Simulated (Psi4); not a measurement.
Method: Psi4 1.11 with SAPT0/jun-cc-pVDZ, frozen core.

Psi4 input:

```
molecule {
0 1
Cl 1.00674416 -0.00000000 0.00000000
Cl -1.00674416 0.00000000 -0.00000000
--
0 1
Si 4.16931228 -0.06480148 -0.24691662
Si 6.51095700 -0.09684070 -0.35460517
H 3.61148135 0.68611753 -1.39798687
H 3.72088043 0.58819950 1.00708751
H 3.63382404 -1.44764588 -0.27884633
H 7.06862697 -0.84781717 0.79650854
H 7.04648307 1.28598542 -0.32255835
H 6.95952135 -0.74981247 -1.60857437
units angstrom
symmetry c1
no_reorient
no_com
}
set basis jun-cc-pvdz
set scf_type df
set freeze_core true
energy('sapt0')
```

Part of the output:

```
    SAPT Results
  --------------------------------------------------------------------------------------------------------
    Electrostatics                 -1.40291242 [mEh]      -0.88034083 [kcal/mol]      -3.68334604 [kJ/mol]
      Elst10,r                     -1.40291242 [mEh]      -0.88034083 [kcal/mol]      -3.68334604 [kJ/mol]

    Exchange                       11.32979677 [mEh]       7.10955481 [kcal/mol]      29.74637733 [kJ/mol]
      Exch10                       11.32979677 [mEh]       7.10955481 [kcal/mol]      29.74637733 [kJ/mol]
      Exch10(S^2)                  11.27674616 [mEh]       7.07626505 [kcal/mol]      29.60709296 [kJ/mol]

    Induction                      -2.15471250 [mEh]      -1.35210251 [kcal/mol]      -5.65719688 [kJ/mol]
      Ind20,r                      -7.14985899 [mEh]      -4.48660425 [kcal/mol]     -18.77195218 [kJ/mol]
      Exch-Ind20,r                  6.39906822 [mEh]       4.01547593 [kcal/mol]      16.80075130 [kJ/mol]
      delta HF,r (2)               -1.40392173 [mEh]      -0.88097419 [kcal/mol]      -3.68599599 [kJ/mol]

    Dispersion                     -3.91703813 [mEh]      -2.45797854 [kcal/mol]     -10.28418219 [kJ/mol]
      Disp20                       -4.49712606 [mEh]      -2.82198921 [kcal/mol]     -11.80720284 [kJ/mol]
      Exch-Disp20                   0.58008793 [mEh]       0.36401067 [kcal/mol]       1.52302065 [kJ/mol]
      Disp20 (SS)                  -2.24856303 [mEh]      -1.41099460 [kcal/mol]      -5.90360142 [kJ/mol]
      Disp20 (OS)                  -2.24856303 [mEh]      -1.41099460 [kcal/mol]      -5.90360142 [kJ/mol]
      Exch-Disp20 (SS)              0.25994342 [mEh]       0.16311696 [kcal/mol]       0.68248135 [kJ/mol]
      Exch-Disp20 (OS)              0.32014451 [mEh]       0.20089371 [kcal/mol]       0.84053930 [kJ/mol]

  Total HF                          7.77217186 [mEh]       4.87711147 [kcal/mol]      20.40583441 [kJ/mol]
  Total SAPT0                       3.85513373 [mEh]       2.41913294 [kcal/mol]      10.12165222 [kJ/mol]
```
